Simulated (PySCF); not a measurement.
H4N, SMILES [NH4+], charge +1. Atoms are numbered in the order given.

```xyz
5

N      0.0000     0.0000     0.0000
H      0.5912    -0.5912     0.5912
H     -0.5912    -0.5912    -0.5912
H     -0.5912     0.5912     0.5912
H      0.5912     0.5912    -0.5912
```
Charge +1, spin multiplicity 1.

The structure is a stationary point at r2SCAN-D4/def2-TZVPD. The isomer is the one that the SMILES or the coordinates give; other isomers of the formula were not compared.

Calculation: PySCF with HF/def2-TZVPD.

Symmetry labels are those of the subgroup D2 that the program uses (full group Td).

Task: List the valence orbital energies around the gap with their symmetry. (The exact figures need the calculation; the answer reports its results.)

Result: 
| orbital | symmetry | energy (eV) |
|---|---|---|
| HOMO−4 | A | -433.73 |
| HOMO−3 | A | -42.07 |
| HOMO−2 | B1 | -27.19 |
| HOMO−1 | B2 | -27.19 |
| HOMO | B3 | -27.19 |
| LUMO | A | -3.75 |
| LUMO+1 | B1 | -1.37 |
| LUMO+2 | B2 | -1.37 |
| LUMO+3 | B3 | -1.37 |
